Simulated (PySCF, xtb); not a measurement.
C3H6NO, SMILES C[N]C(C)=O (connectivity only; charge and spin as stated), charge -1, multiplicity 1.

Harmonic wavenumbers (cm⁻¹) from GFN2-xTB (xtb 6.7.1) at its own minimum, in rising order: 125, 197, 241, 304, 469, 560, 572, 782, 945, 966, 1052, 1074, 1143, 1329, 1350, 1420, 1499, 1502, 1512, 1523, 1704, 2703, 2745, 2890, 2958, 2967, 3003.

Task: What does B3LYP-D3(BJ)/def2-SVPD (PySCF) give at its own minimum? (Estimate from the structure and the level; the computed values follow.)

Result: 117, 171, 244, 332, 495, 589, 593, 796, 981, 1012, 1096, 1102, 1130, 1315, 1395, 1412, 1442, 1449, 1458, 1471, 1640, 2826, 2836, 2987, 2991, 3050, 3112. Paired by order, the mean absolute difference is 45 cm⁻¹ and the zero-point energies are 53.7 and 54.4 kcal/mol.
